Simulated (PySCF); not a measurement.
# A small calculation by hand: chemical shift, span and skew from a shielding tensor

C2H2Cl2, SMILES Cl/C=C\Cl. Atoms are numbered in the order given.

```xyz
6

Cl     0.0000     1.6263    -0.4544
C      0.0000     0.6663     0.9695
C      0.0000    -0.6663     0.9695
Cl     0.0000    -1.6263    -0.4544
H      0.0000     1.2258     1.9077
H      0.0000    -1.2258     1.9077
```

Geometry optimised at ωB97X-D3(BJ)/def2-SVP.

GIAO shieldings from PBE/pcSseg-2 run with PySCF, non-relativistic, no solvent. The symmetric part of the tensor of C2 has the principal values -53.5, 73.9, 113.5 ppm. The same nucleus in TMS has σ = 181.4 ppm at this level (PySCF, at its B3LYP-D3(BJ)/def2-TZVP geometry). Without spin–orbit terms, shifts of atoms bonded to Cl or Br come out too high.

Problem. Work out the isotropic shielding, the ¹³C shift against TMS, the span and the skew.

Solution. 
σ(iso) = (σ11 + σ22 + σ33)/3 = 44.6 ppm. δ = σ(ref) − σ(iso) = 181.4 − (44.6) = 136.8 ppm.
Span Ω = σ33 − σ11 = 167.0 ppm. Skew κ = 3(σ(iso) − σ22)/Ω = -0.53. Tumbling in solution averages the tensor to δ; in a static solid the shielding alone would spread this spin-1/2 line over Ω.
